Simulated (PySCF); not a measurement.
AgI, SMILES [I][Ag], multiplicity 1. Atoms are numbered in the order given.

```xyz
2

Ag     0.0000     0.0000    -1.3742
I      0.0000     0.0000     1.2186
```

The structure is a stationary point at B3LYP-D3(BJ)/def2-TZVP. The multiplicity is an assumed one; other spin states were not compared. The def2 effective core potentials stand for the cores of Ag, I; spin–orbit coupling is left out.

Level of theory: M06-2X/def2-TZVPD (PySCF).

Gas-phase values at a fixed geometry.

| Property | Value |
|---|---|
| total energy | -444.59875 hartree |
| point group | C∞v |
| highest occupied level | -7.81 eV |
| lowest empty level | -2.52 eV |
| orbital gap | 5.29 eV |
| dipole moment | 5.74 D |
| quadrupole, principal values (traceless, Buckingham form, about the centre of nuclear charge) | -4.14, -4.14, 8.28 D·Å |
| mean static polarisability | 64.8 bohr³ (9.60 Å³) |
| polarisability, principal values | 53.6, 53.6, 87.1 bohr³ |
